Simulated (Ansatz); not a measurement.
`C[B-]1(O)OC=CC=[O+]1`. Total charge 0; spin multiplicity 1.

Cartesian coordinates in Å:
```
C 1.349 -0.333 1.605
B 0.619 0.288 0.339
O 1.122 1.471 -0.242
O 0.569 -0.773 -0.797
C -0.414 -0.844 -1.593
C -1.625 -0.204 -1.385
C -1.789 0.441 -0.171
O -0.869 0.571 0.691
H 2.388 -0.587 1.374
H 1.358 0.374 2.440
H 0.862 -1.246 1.958
H 1.901 1.794 0.209
H -0.268 -1.490 -2.461
H -2.440 -0.302 -2.085
H -2.762 0.841 0.120
```

List the harmonic frequencies (cm⁻¹, unscaled) at PBE0-D4/def2-TZVP in Ansatz. (An estimate is asked.)

The calculation gave: 81, 138, 167, 233, 282, 321, 376, 441, 489, 534, 544, 610, 629, 790, 839, 898, 908, 966, 1006, 1049, 1087, 1127, 1151, 1218, 1347, 1361, 1413, 1465, 1470, 1513, 1571, 1694, 3040, 3113, 3117, 3126, 3127, 3262, 3941.

Is this a minimum?

Yes, all 39 modes are real.

Give the ideal-gas thermochemistry at 298.15 K and 1 bar (rigid rotor, harmonic oscillator; point group Cs, symmetry number 1).

Zero-point energy 301.7 kJ/mol; H(298) − E = 325.9 kJ/mol; entropy 366.3 J/(mol·K), of which translation 167.9, rotation 116.1, vibration 82.3; G(298) − E = 216.7 kJ/mol. Modes under 100 cm⁻¹ are hindered rotations or soft bends, so the harmonic entropy is rough.
